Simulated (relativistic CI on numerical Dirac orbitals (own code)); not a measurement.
**Ni¹⁶⁺: computed level list**

Computed by Dirac-Coulomb-Breit CI, orbitals from a KLI potential per configuration, model QED, unscaled Slater integrals (own radial code, finite nucleus).

Configurations in the expansion (outside the closed core [Ne]): 3s2, 3s.3p, 3p2, 3s.3d, 3d2, 3p.3d, 3p.4s, 3s.4s, 3d.4s, 3s.4p, 3s.4d, 3s.4f, 3s.5s, 3s.5p, 3s.5d, 4s2, 3s.5f, 3s.5g, 3s.6s, 3s.6p, 3s.6d. Levels of other configurations are missing.

```
No.  Configuration  Term  J  E (cm⁻¹)    %  Landé g  jj configuration (%)
  1            3s2    1S  0         0   98                    closed (98)
  2          3s.3p   3P°  0    263136  100                 3s 3p1/2 (100)
  3          3s.3p   3P°  1    271394   99    1.494         3s 3p1/2 (76)
  4          3s.3p   3P°  2    292304  100    1.500        3s 3p3/2 (100)
  5          3s.3p   1P°  1    406119   96    1.004         3s 3p3/2 (74)
  6            3p2    3P  0    629726   95                   3p1/2^2 (84)
  7            3p2    1D  2    639037   65    1.094      3p1/2 3p3/2 (83)
  8            3p2    3P  1    645323  100    1.500     3p1/2 3p3/2 (100)
  9            3p2    3P  2    670575   81    1.404          3p3/2^2 (90)
 10            3p2    1S  0    760519   91                   3p3/2^2 (81)
 11          3s.3d    3D  1    774595  100    0.498        3s 3d3/2 (100)
 12          3s.3d    3D  2    776215  100    1.166         3s 3d3/2 (61)
 13          3s.3d    3D  3    778759  100    1.333        3s 3d5/2 (100)
 14          3s.3d    1D  2    876823   78    0.999         3s 3d5/2 (49)
 15          3p.3d   3F°  2   1055144   86    0.715      3p1/2 3d3/2 (97)
 16          3p.3d   3F°  3   1069728   98    1.086      3p1/2 3d5/2 (58)
 17          3p.3d   1D°  2   1083117   80    0.985      3p1/2 3d5/2 (40)
 18          3p.3d   3F°  4   1087000  100    1.249     3p3/2 3d5/2 (100)
 19          3p.3d   3D°  1   1120751   75    0.736      3p1/2 3d3/2 (78)
 20          3p.3d   3P°  2   1123053   47    1.308      3p1/2 3d5/2 (60)
 21          3p.3d   3D°  3   1138678   97    1.326      3p3/2 3d5/2 (65)
 22          3p.3d   3P°  0   1140598  100              3p3/2 3d3/2 (100)
 23          3p.3d   3P°  1   1140948   76    1.265      3p3/2 3d3/2 (90)
 24          3p.3d   3D°  2   1141474   52    1.322      3p3/2 3d3/2 (50)
 25          3p.3d   1F°  3   1220192   98    1.002      3p3/2 3d3/2 (41)
 26          3p.3d   1P°  1   1238423   96    0.996      3p3/2 3d5/2 (69)
 27            3d2    3F  2   1562264  100    0.666          3d3/2^2 (73)
 28            3d2    3F  3   1564922  100    1.082     3d3/2 3d5/2 (100)
 29            3d2    3F  4   1568127  100    1.249          3d5/2^2 (77)
 30            3d2    1D  2   1602944   60    1.192      3d3/2 3d5/2 (72)
 31            3d2    3P  0   1603578   99                   3d3/2^2 (64)
 32            3d2    3P  1   1604609  100    1.500     3d3/2 3d5/2 (100)
 33            3d2    3P  2   1608064   61    1.306          3d5/2^2 (92)
 34            3d2    1G  4   1613051  100    0.999      3d3/2 3d5/2 (77)
 35            3d2    1S  0   1706018   97                   3d5/2^2 (62)
 36          3s.4s    3S  1   2189577  100    2.001           3s 4s (100)
 37          3s.4s    1S  0   2223179  100                    3s 4s (100)
 38          3s.4p   3P°  0   2323091   99                  3s 4p1/2 (99)
 39          3s.4p   3P°  1   2323977   74    1.372         3s 4p1/2 (97)
 40          3s.4p   3P°  2   2334290   99    1.500         3s 4p3/2 (99)
 41          3s.4p   1P°  1   2334978   70    1.128         3s 4p3/2 (94)
 42          3s.4d    3D  1   2500535  100    0.499        3s 4d3/2 (100)
 43          3s.4d    3D  2   2501113   97    1.162         3s 4d3/2 (75)
 44          3s.4d    3D  3   2502391  100    1.333        3s 4d5/2 (100)
 45          3s.4d    1D  2   2506902   97    1.004         3s 4d5/2 (75)
```

Energies count from the lowest computed level; ° marks odd parity. Filled j subshells are mostly left out of the jj labels.

The mean weight of the leading LS term, summed over parents, in these 45 levels is 90 %, and that of the leading jj configuration (from the same eigenvectors) 82 %.

At this charge energies of transitions that change n are usually good to better than 1 %, and those within a shell (Δn = 0) to a few per cent.

LS names give the leading component of a level, which can be under half, so a name can repeat, a term be missing and a line seem to break the LS rules.
